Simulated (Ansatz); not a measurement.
Ansatz results at the PBE0-D4/def2-TZVP geometry: size of the dipole moment (PBE/def2-TZVPP) 0.32 D; HOMO–LUMO gap (PBE/def2-TZVPP) 4.72 eV; ideal-gas entropy at 298 K and 1 bar (rigid rotor, harmonic PBE0-D4/def2-TZVP) 346 J/(mol·K).

(1) Which molecule gave them?
A. `[Cl][Ga]([Cl])[Br]`
B. `[F][Ga]([F])[SeH]`
C. `[OH][GaH][F]`
D. `C[CH2][GaH][NH2]`

Results:

(1) A. The others give `[OH][GaH][F]`: 3.20, 5.96, 289; `[F][Ga]([F])[SeH]`: 2.44, 4.31, 342; `C[CH2][GaH][NH2]`: 0.85, 4.79, 347.
